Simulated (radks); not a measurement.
Pb+, configuration [Xe] 4f14 5d8 6s2 6p3 (not the ground configuration).

Method: scalar-relativistic Kohn-Sham, BLYP, spin-polarised, spherical densities, point nucleus; open shells are filled with parallel spins first (spin-orbit coupling, left out, can overturn this in heavy ions); computed with a radial shooting solver on a logarithmic mesh with Libxc functionals.

Energy parts (eV):
part                       energy
total                  -568206.46
kinetic                 642508.61
electron-nucleus      -1417399.53
Hartree                 217205.86
exchange-correlation    -10521.40

Orbitals (lengths in bohr, moments of r in powers of bohr; r(max) is where P^2 peaks):
orbital  occ.  eigenvalue (eV)      <r^2>       <r^4>    r(max)
1s up       1        -88166.73  0.0003570   3.529e-07  0.009837
1s down     1        -88166.67  0.0003570   3.529e-07  0.009837
2s up       1        -15786.32   0.005417  0.00005095   0.05713
2s down     1        -15786.08   0.005417  0.00005094   0.05713
2p up       3        -13541.50   0.004617  0.00004234   0.04760
2p down     3        -13541.28   0.004617  0.00004234   0.04760
3s up       1        -3804.483    0.03484    0.001828    0.1611
3s down     1        -3804.361    0.03484    0.001828    0.1611
3p up       3        -3161.039    0.03612    0.002042    0.1613
3p down     3        -3160.904    0.03612    0.002042    0.1613
3d up       5        -2505.505    0.02992    0.001568    0.1314
3d down     5        -2505.308    0.02992    0.001568    0.1314
4s up       1        -876.4753     0.1665     0.03993    0.3621
4s down     1        -876.2011     0.1665     0.03992    0.3622
4p up       3        -665.6442     0.1909     0.05373    0.3823
4p down     3        -665.3808     0.1909     0.05369    0.3823
4d up       5        -421.8951     0.2144     0.07228    0.3883
4d down     5        -421.5916     0.2142     0.07212    0.3883
4f up       7        -152.7402     0.2464      0.1183    0.3496
4f down     7        -152.3630     0.2456      0.1172    0.3496
5s up       1        -163.8024     0.8077      0.9336    0.7876
5s down     1        -162.3716     0.8052      0.9279    0.7865
5p up       3        -104.8566      1.053       1.634    0.8787
5p down     3        -103.2185      1.050       1.624    0.8773
5d up       5         -38.4114      1.783       5.236     1.054
5d down     3         -36.5757      1.774       5.186     1.053
6s up       1         -24.3059      4.946       36.32     1.861
6s down     1         -22.3316      5.003       37.74     1.855
6p up       3         -13.1588      8.150       102.4     2.317
6p down     0         -11.3800      8.753       121.9     2.336

The highest occupied level is 6p up at -13.159 eV. Summed over all electrons, <r^2> = 64.25 bohr^2, which gives a Langevin (diamagnetic) susceptibility term of -50.9 x 10^-6 cm^3/mol. Spin moment in Bohr magnetons: 5.
